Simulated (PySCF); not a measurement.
## Electrostatic potential from atomic charges

Species: `O=[P@@H](CC(F)(F)F)C1CCC1`. Coordinates (GFN2-xTB, Å) and charges (e) from the PBE0/pcSseg-1 density (PySCF):

```csv
atom,x,y,z,Mulliken,IAO,Hirshfeld,ESP-fitted
O1,-0.371,-0.844,1.564,-0.5968,-0.9113,-0.3820,-0.5590
P2,-0.547,-0.655,0.130,+0.8702,+1.4105,+0.4005,+0.7453
C3,-1.942,0.486,-0.300,-0.5455,-0.5742,-0.1412,-0.6200
C4,-3.145,-0.059,0.425,+0.7956,+0.8127,+0.2597,+0.7139
F5,-3.153,0.238,1.720,-0.2457,-0.2662,-0.0807,-0.2028
F6,-4.306,0.399,-0.078,-0.2738,-0.2883,-0.1050,-0.2304
F7,-3.200,-1.399,0.323,-0.2756,-0.2884,-0.0804,-0.2128
C8,0.890,0.023,-0.777,-0.5383,-0.3750,-0.0725,-0.0092
C9,1.554,1.151,0.027,-0.1762,-0.2647,-0.0688,-0.3037
C10,2.606,0.148,0.519,-0.2064,-0.2619,-0.0676,+0.1796
C11,2.111,-0.872,-0.515,-0.1699,-0.2631,-0.0673,-0.3613
H12,-0.876,-1.810,-0.577,+0.0467,-0.0907,-0.0078,-0.0410
H13,-1.732,1.495,0.060,+0.1888,+0.1836,+0.0627,+0.2175
H14,-2.144,0.503,-1.371,+0.1763,+0.1789,+0.0591,+0.1828
H15,0.641,0.228,-1.818,+0.1463,+0.1441,+0.0424,+0.0547
H16,1.963,1.942,-0.599,+0.1266,+0.1427,+0.0430,+0.1122
H17,0.934,1.593,0.808,+0.1397,+0.1370,+0.0381,+0.0914
H18,3.643,0.459,0.420,+0.1260,+0.1369,+0.0399,-0.0021
H19,2.418,-0.175,1.540,+0.1457,+0.1576,+0.0444,+0.0114
H20,1.880,-1.865,-0.125,+0.1395,+0.1363,+0.0400,+0.1035
H21,2.767,-0.970,-1.378,+0.1270,+0.1433,+0.0439,+0.1299
```

Points outside the species (Å): A (5.9, 0.5, 4.2); B (-5.2, -1.9, 2.3); C (-6.7, -2.2, -4.5); D (-2.6, 6.2, 6.3).

Question: Find the potential V = 14.3996 V·Å × Σ q/r of each set of charges at these points.

Answer: In volts:

| point | nearest atom | distance (Å) | Mulliken | IAO | Hirshfeld | ESP-fitted |
| --- | --- | --- | --- | --- | --- | --- |
| A | H18 | 4.40 | +0.055 | -0.040 | -0.026 | -0.006 |
| B | F7 | 2.86 | -0.529 | -0.609 | -0.231 | -0.425 |
| C | F6 | 5.66 | +0.004 | +0.063 | +0.037 | +0.018 |
| D | F5 | 7.54 | -0.073 | -0.100 | -0.046 | -0.062 |

Question: How far are the other sets from the ESP-fitted one at these points?

Answer: Root-mean-square difference: Mulliken 0.061 V, IAO 0.098 V, Hirshfeld 0.098 V. The ESP scheme is a least-squares fit of atom-centred charges to the potential on four shells outside the van der Waals surface, with the total charge fixed.

Question: What energy would a point charge of -1 e have at B in the field of the ESP charges, leaving out polarisation?

Answer: +0.425 eV = +41.0 kJ/mol, a repulsion.

Isolated species at its GFN2-xTB geometry (one conformer only).

These values come from a run that also computed NMR shieldings. Time: 1.8 min (with the writing of density and orbital grids); peak memory 1.1 GiB. Hardware: one thread, Intel Xeon Platinum 8488C (x86_64), no GPU, shared host with 192 logical CPUs at a one-minute load of 117.

Shape of the structure used: `[O:1]=[P@@H:2]([CH2:3][C:4]([F:5])([F:6])[F:7])[CH:8]1[CH2:9][CH2:10][CH2:11]1`: O1–P2–C3–C4 -53°, P2–C3–C4–F5 78°, O1–P2–C8–C9 -42°.
